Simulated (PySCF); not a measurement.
C₄H₁₀Si₂, SMILES [SiH3]/C=C/[SiH2]C=C.

Geometry optimised at B3LYP-D3(BJ)/def2-SVP. The structure was generated by enumeration; whether it is a known compound was not checked. The values are those of a single conformer.

All values below come from PBE/def2-TZVP run with PySCF.

Isolated molecule, no solvent.

```json
{
  "total_energy": "-736.92039 hartree",
  "highest_occupied_level": "-6.71 eV",
  "lowest_empty_level": "-2.04 eV",
  "orbital_gap": "4.66 eV",
  "dipole_moment": "0.78 D",
  "quadrupole, principal values (traceless, Buckingham form, about the centre of nuclear charge)": "-4.33, 0.19, 4.14 D·Å",
  "mean_static_polarisability": "111.0 bohr³ (16.45 Å³)",
  "polarisability_principal_values": "84.2, 88.4, 160.4 bohr³"
}
```
